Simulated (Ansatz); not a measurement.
Geometry optimisation, RKS PBE/6-31G* in Ansatz 0.2.0.

The input (input.yaml):

```yaml
crystal:
  periodic: [false, false, false]
  atoms:
    - { symbol: B, position_ang: [-0.039053, -0.280425, 0.110807] }
    - { symbol: O, position_ang: [-0.118462, -0.77482, 1.402133] }
    - { symbol: H, position_ang: [-1.049547, -0.779308, 1.7081] }
    - { symbol: H, position_ang: [1.022024, -0.254893, -0.443237] }
    - { symbol: F, position_ang: [-1.150005, 0.120922, -0.528881] }
    - { symbol: P, position_ang: [-0.027371, 2.699975, 1.038456] }
    - { symbol: H, position_ang: [0.953983, 3.321066, 1.884286] }
    - { symbol: H, position_ang: [0.935696, 2.450866, 0.005495] }
    - { symbol: H, position_ang: [0.172535, 1.415019, 1.626842] }
basis:
  gaussian: { orbitals: "6-31G*" }
hamiltonian:
  xc: pbe
relax:
  f_tol: 0.03
  max_steps: 50
```

Run as:

```bash
$ ansatz run input.yaml --threads 1 --pin off --max-ram 2048MiB --backend cpu --events-out ev --progress --plain --runs-dir out
```

**Question.** Where does it end, and by what steps?

**Answer.** The run converged. The force dipped under the threshold on the way, but the program's further checks kept it going. After 37 steps the energy has fallen by 0.355 eV; H4 moved furthest, 2.21 Å.

```csv
step,energy less start (eV),largest force component (eV/Å),accepted
0,0.0000,0.804,yes
2,-0.1554,0.426,yes
4,-0.1248,0.521,no
6,-0.1756,0.097,yes
8,-0.1732,0.533,no
10,-0.1806,0.203,no
12,-0.1858,0.048,yes
14,-0.1884,0.223,yes
16,-0.1942,0.043,yes
18,-0.1994,0.222,yes
20,-0.2078,0.299,yes
22,-0.2229,0.452,yes
24,-0.2747,0.197,yes
26,-0.3123,0.229,yes
28,-0.2919,0.942,no
30,-0.3439,0.083,yes
32,-0.3531,0.099,yes
34,-0.3531,0.163,no
36,-0.3545,0.005,yes
37,-0.3546,0.025,yes
```

```xyz
9
Properties=species:S:1:pos:R:3
B -0.122 -1.024 -0.074
O -0.718 -0.838 1.126
H -0.579 0.088 1.448
H -0.188 -2.092 -0.625
F 0.554 -0.015 -0.676
P 0.189 2.454 1.539
H 0.110 3.606 2.387
H -0.148 3.171 0.348
H 1.600 2.568 1.331
```

Whether the end is a true minimum wasn't checked by a vibrational analysis.

Time of the run: 84 s on 1 thread of Arm Neoverse V2, on a shared host, peak memory 0.16 GiB.
